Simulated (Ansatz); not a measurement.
Molecule: C₄H₃ClO (charge 0, singlet). SMILES: Clc1ccoc1
Geometry: optimised at B3LYP-D3(BJ)/def2-TZVP (Ansatz, a first-principles code).

Computed values are from Ansatz. Correlated levels leave the core frozen unless marked. UHF or UKS for open shells. Spin-orbit coupling is left out. Non-relativistic. CBS(X,Y): correlation extrapolated as X^-3; Hartree-Fock from the larger set. The bracket is a focal-point correction in the basis named.

```json
{
  "atomisation energy De": "4050.2 kJ/mol at CCSD(T)/CBS(aug-cc-pV(T+d)Z,aug-cc-pV(Q+d)Z)",
  "vertical ionisation energy (to the doublet)": "9.21 eV at RI-MP2/CBS(aug-cc-pV(T+d)Z,aug-cc-pV(Q+d)Z)+[CCSD(T)-MP2]/aug-cc-pV(T+d)Z",
  "total_energy": "-688.9108 Eh at CCSD(T)/CBS(aug-cc-pV(T+d)Z,aug-cc-pV(Q+d)Z)",
  "dipole_moment": "1.11 D at CCSD(T)/aug-cc-pV(D+d)Z",
  "T1 diagnostic": "0.013 at CCSD/aug-cc-pV(Q+d)Z"
}
```

The Hartree-Fock reference is unstable (checked in the largest basis), which strains HF and MP2.
